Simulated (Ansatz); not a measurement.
```yaml
crystal:
  periodic: [false, false, false]
  atoms:
    - {symbol: Al, position_ang: [-1.548345, -0.019539, -1.411653]}
    - {symbol: Al, position_ang: [1.155038, -0.348569, 1.713152]}
    - {symbol: P, position_ang: [0.651238, -0.701879, -0.637385]}
    - {symbol: P, position_ang: [-0.257931, 1.069987, 0.335876]}
basis:
  gaussian: {orbitals: "6-31++G**"}
total_charge: -2
hamiltonian: {xc: {name: B3LYP5}}
accuracy: high
output: {forces: true}
```

```sh
$ ansatz run in.yaml --threads 2 --pin off --events-out ev --progress --plain --max-ram 4352MiB
```

Shortened log:

```
Functional definition: B3LYP5
1710 factors; integrals over basis functions are off by at most 4.1e-9 eV
mean field evaluation 1: about -31748.2541 eV, gradient 4.7e1 eV
mean field evaluation 2: about -31690.6087 eV, gradient 1.2e2 eV
mean field evaluation 4: about -31763.9095 eV, gradient 9.4e0 eV
mean field evaluation 8: about -31764.5385 eV, gradient 5.7e-1 eV
mean field evaluation 16: about -31764.5402 eV, gradient 2.6e-4 eV
mean field evaluation 32: about -31764.5063 eV, gradient 2.0e0 eV
mean field -31764.54018569 eV, -1167.3253210454 hartree, gradient 5.7e-8 eV, S^2 0.000000; 4 other end points of the search recorded, 0 dependent functions left out
reference -31764.54021143 eV, -1167.3253219914 hartree; 29, 29 occupied and 63, 63 virtual orbitals, 1710 factors
Total energy: -31764.54021143 eV, -1167.3253219914 hartree
Atom 0 at    -1.548345    -0.019539    -1.411653 Å, force     0.139136    -0.180900     0.461918 eV/Å
Atom 1 at     1.155038    -0.348569     1.713152 Å, force    -0.452225    -0.108874    -0.221568 eV/Å
Atom 2 at     0.651238    -0.701879    -0.637385 Å, force     0.934003    -1.368958    -0.952384 eV/Å
Atom 3 at    -0.257931     1.069987     0.335876 Å, force    -0.620914     1.658732     0.712034 eV/Å
Dipole moment:     0.108692     0.101176    -0.083379 e Å
```

It took 18 s on 2 threads of AMD EPYC 7R43 on a shared host.

The 6-31G sets use Cartesian d functions. A multiply charged anion in the gas phase is held together partly by the finite basis.

The dipole of an ion depends on the origin.
